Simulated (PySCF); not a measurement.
Magnetic shielding above rings: a mixed set.

Definitions: NICS(0) = −σiso at the ring centroid; NICS(1) = −σiso and NICS(1)zz = −σzz at ±1 Å along the ring normal z. Level: GIAO PBE0/pcSseg-1 (PySCF, non-relativistic, gas phase) on the GFN2-xTB geometries, one conformer each. Atom numbers follow the mapped SMILES.

Problem. Order these rings by mean NICS(1)zz, lowest (most negative) first (ppm).
A. ring C2–C3–C4–C5–C7 in `[S:1]=[C:2]1[CH2:3][CH2:4][C@@H:5]([Cl:6])[CH2:7]1`
B. ring C2–C3–N4–C5–C7 in `[CH3:1][c:2]1[cH:3][n-:4][c:5]([F:6])[cH:7]1` (charge -1)
C. ring C2–S3–C4–C5–S6 in `[F:1][CH:2]1[S:3][CH2:4][CH2:5][S:6]1`
D. ring C2–P3–C4 in `[CH3:1][C@@H:2]1[PH:3][C@H:4]1[CH3:5]`
E. ring C4–C5–C6–O7–C8 in `[CH3:1][C:2](=[O:3])[c:4]1[cH:5][cH:6][o:7][c:8]1[O-:9]` (charge -1)

Solution. B (-28.2), D (-22.7), E (-12.3), C (-5.9), A (-3.8).

```tsv
SMILES	ring	NICS(0)	NICS(1)	NICS(1)zz	HOMA	rms pucker (Å)	ring atoms with four or more neighbours
Cc1c[n-]c(F)c1	5-membered ring with N; formal bonds all aromatic	-14.4	-10.9	-28.2	0.96	0.00	0
C[C@@H]1P[C@H]1C	3-membered ring with P; formal bonds all single	-41.7	-10.1	-22.7	–	0.00	2
CC(=O)c1ccoc1[O-]	5-membered ring with O; formal bonds all aromatic	-7.9	-6.1	-12.3	-0.15	0.00	0
FC1SCCS1	5-membered ring with 2 S; formal bonds all single	-10.3	-5.5	-5.9	–	0.25	3
S=C1CC[C@@H](Cl)C1	5-membered carbocycle; formal bonds all single	2.9	-2.5	-3.8	–	0.16	4
```

NICS(0) gives another order. The isotropic NICS(1) gives the same order. HOMA uses Krygowski's 1993 parameters; it is left out where a ring has a four-coordinate atom, a triple bond, no multiple bond or a kind of bond without parameters. NICS(1) and NICS(1)zz are means over the two faces.
